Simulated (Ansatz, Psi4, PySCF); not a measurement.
AgI, charge -1, doublet, geometry from GFN2-xTB (such geometries of metal compounds can be far from the true shape) (the multiplicity is a formal guess) (core potentials on Ag, I) (in this run its highest filled SCF level lies above zero, so its values depend strongly on the basis, on diffuse functions most of all). Base run: PySCF with PBE/def2-SVPD.

Here is a job for PySCF.
```python
from pyscf import gto, scf, dft

mol = gto.M(
    atom='''
Ag   -0.000000   -0.000000   -1.613295
I     0.000000    0.000000    1.430658
''',
    basis='def2-svpd',
    ecp={'Ag': 'def2-svpd', 'I': 'def2-svpd'},
    charge=-1,
    spin=1,
    verbose=4,
)

mf = dft.UKS(mol)
mf.xc = 'pbe'
mf.kernel()
```

The same geometry, method and basis name were run in Ansatz (a first-principles code) and Psi4 and PySCF, at each program's defaults and at the settings that a row names. The base is PySCF at its defaults. Differences at the defaults can come from grids, fitting, cores and function types together.

| code and settings | ΔE vs base (mEh) | basis functions | E (Eh) | SCF cycles |
|---|---|---|---|---|
| PySCF, defaults (exact integrals, its default grid, spherical functions) | 0.000 | 69 | -444.75749 | 14 |
| Psi4, defaults (density fitting with its default set, its default grid, spherical functions) | -0.072 | 69 | -444.75756 | 11 |
| Ansatz, defaults (factorised integrals, its default grid, spherical functions) | -0.001 | 69 | -444.75749 | - |
| PySCF, density fitting with def2-universal-jkfit | -0.049 | 69 | -444.75754 | 14 |
| PySCF, fine grid | 0.002 | 69 | -444.75749 | 14 |
| Psi4, exact integrals, spherical functions, fine grid | 0.001 | 69 | -444.75749 | 14 |
| Ansatz, high accuracy | 0.000 | 69 | -444.75749 | - |

Open shells are given as the SCF converged; they aren't shown to be the lowest states, and a large step between rows can be another state.
